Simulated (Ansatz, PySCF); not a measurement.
Dimer: CH3F (SMILES CF) (first 5 atoms) with CH6Si (SMILES C[SiH3]); geometry from B3LYP-D3(BJ)/def2-TZVP, rigid monomers moved along the line of their centres of mass till F2···Si7 is 4.50 Å.
(charge 0, multiplicity 1):
```tsv
atom	x (Å)	y (Å)	z (Å)
C	-0.1471	-0.1337	0.5081
F	1.0017	0.1518	1.2392
H	-0.8590	0.6806	0.6440
H	0.1251	-0.2283	-0.5437
H	-0.5711	-1.0684	0.8757
C	-0.8862	-0.1579	7.3237
Si	-0.2259	-0.0363	5.5695
H	-0.8009	0.8004	7.8397
H	-0.3294	-0.9000	7.8992
H	-1.9383	-0.4495	7.3271
H	-1.0025	0.9704	4.8059
H	-0.3606	-1.3462	4.8871
H	1.2004	0.3594	5.5814
```

Interaction energies are E(AB) − E(A) − E(B) at the monomers' geometry in the complex; basis-set methods are counterpoise corrected.

Correlated levels freeze the cores.

The values were computed with Ansatz (Gaussian basis) for Hartree–Fock, density functionals and correlated methods; PySCF for the dispersion terms. 

PBE/def2-TZVPPD gives -0.7 kJ/mol for the interaction energy.

Problem. Predict the shift from PBE, with its sign, for: PBE-D3(BJ)/def2-TZVPPD, r2SCAN/def2-TZVPPD, PBE0/def2-TZVPPD, wB97M-V/def2-TZVPPD, MP2/aug-cc-pV(D+d)Z, CCSD(T)/aug-cc-pV(D+d)Z.

Solution. PBE-D3(BJ)/def2-TZVPPD -1.1; r2SCAN/def2-TZVPPD 0.0; PBE0/def2-TZVPPD 0.2; wB97M-V/def2-TZVPPD -0.8; MP2/aug-cc-pV(D+d)Z -0.6; CCSD(T)/aug-cc-pV(D+d)Z -0.7 kJ/mol. 2 of 6 lie above PBE; the widest gap is to PBE-D3(BJ)/def2-TZVPPD.

Ansatz is a program for electronic structure.
